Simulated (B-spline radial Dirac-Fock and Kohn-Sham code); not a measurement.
**Dipole and non-dipole photoemission parameters of Mg 2p1/2**

System: the Mg atom, [Ne] 3s2; threshold 55.45 eV (orbital energy of the model). The computed values come from a radial finite-basis atomic code: Dirac-Hartree-Slater photoionisation with a Latter tail; cross sections with all multipoles, angular parameters from the dipole term and its interference with E2.

For linearly polarised light dσ/dΩ = σ/(4π) [1 + β P₂(cos θ) + (δ + γ cos²θ) sin θ cos φ], with θ from the polarisation vector and φ the angle between the beam and the projection of the electron momentum on the plane normal to the polarisation.

```csv
hν (eV),σ (kb),β,γ,δ
72,2120,0.594,-0.022,0.010
82.8,2230,0.935,-0.010,0.010
122,?,?,?,?
200,525,1.486,0.102,0.013
362,116,1.435,0.220,0.019
570,31.7,1.302,0.329,0.028
602,27.0,1.282,0.342,0.029
689,18.0,1.229,0.376,0.033
704,16.8,1.221,0.381,0.034
800,11.4,1.167,0.413,0.039
937,6.91,1.096,0.451,0.046
960,6.40,1.085,0.457,0.047
984,5.92,1.074,0.463,0.048
1000,5.62,1.066,0.467,0.049
1120,3.90,1.013,0.494,0.055
1486.9,1.53,0.877,0.557,0.073
1580,1.25,0.848,0.570,0.078
1750,0.883,0.800,0.591,0.086
2000,0.559,0.738,0.617,0.098
2080,0.488,0.720,0.625,0.102
3130,0.116,0.550,0.703,0.146
3170,0.111,0.545,0.706,0.147
3370,0.0887,0.523,0.718,0.155
4000,0.0476,0.463,0.755,0.177
4060,0.0451,0.458,0.759,0.180
6320,0.00868,0.326,0.867,0.249
6530,0.00767,0.317,0.876,0.255
10400,0.00128,0.206,1.012,0.347
12000,0.000728,0.176,1.054,0.380
15000,0.000301,0.134,1.122,0.435
```

Question: Give the values at 122 eV.

Answer: σ = 1480 kb, β = 1.344, γ = 0.029, δ = 0.011.
